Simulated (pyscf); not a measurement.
# Hydrogen shift: HB=NH → B–NH₂ [singlet]

Gas phase, singlet surface, charge 0. Bonds broken: B1–H3. Bonds formed: N2–H3. Structures and frequencies: ωB97X-D3(BJ)/def2-SVP in PySCF. MP2 and CC: frozen core, UHF for open shells. ΔMP2 is the change of the MP2 total energy from the triple- to the quadruple-zeta basis.

Transition state (Å):

```xyz
4

B      0.8931     1.2023    -0.0558
N      0.2746     0.2815    -0.7106
H      1.0257     0.0149     0.4751
H     -0.2265    -0.4072    -1.2546
```

One imaginary mode, 1468i cm⁻¹; descent along it reached the two sides named.

```
bond   change  reactant side (Å)  saddle  product side
-----  ------  -----------------  ------  ------------
B1–H3  breaks              1.185   1.307         2.110
N2–H3   forms              2.425   1.429         1.018
```

Electronic energies relative to the reactant's lowest minimum found (eV):

| level | barrier | reaction energy | reverse barrier |
|---|---|---|---|
| ωB97X-D3(BJ)/def2-TZVP | 3.15 | +1.69 | 1.46 |
| PBE/def2-TZVP | 2.87 | +1.83 | 1.04 |
| r²SCAN/def2-TZVP | 3.00 | +1.83 | 1.17 |
| B3LYP-D3(BJ)/def2-TZVP | 3.11 | +1.79 | 1.32 |
| PBE0-D3(BJ)/def2-TZVP | 3.04 | +1.74 | 1.30 |
| M06-2X/def2-TZVP | 3.11 | +1.73 | 1.38 |
| ωB97M-D3(BJ)/def2-TZVP | 3.04 | +1.66 | 1.38 |
| HF/def2-TZVP | 3.53 | +1.42 | 2.11 |
| MP2/def2-QZVPP | 3.23 | +1.92 | 1.31 |
| CCSD/def2-TZVPP | 3.12 | +1.58 | 1.53 |
| CCSD(T)/def2-TZVPP | 3.04 | +1.64 | 1.39 |
| CCSD(T)/def2-TZVPP + ΔMP2(QZVPP) | 3.04 | +1.66 | 1.38 |

With CCSD(T)/def2-TZVPP + ΔMP2(QZVPP) energies and thermal terms (ideal gas, 1 atm, RRHO with modes under 100 cm⁻¹ raised to 100, one conformer, R ln 2 for rigid chiral ones), in eV:

```tsv
T (K)	ΔH‡	ΔG‡	ΔH	ΔG
298	2.91	2.85	+1.66	+1.62
600	2.89	2.80	+1.65	+1.57
900	2.86	2.76	+1.64	+1.53
1200	2.83	2.73	+1.63	+1.49
```

This is the saddle that the search found; another between the same sides may lie lower. The CCSD(T) − MP2 part came from Ansatz, without density fitting, on the same reference.
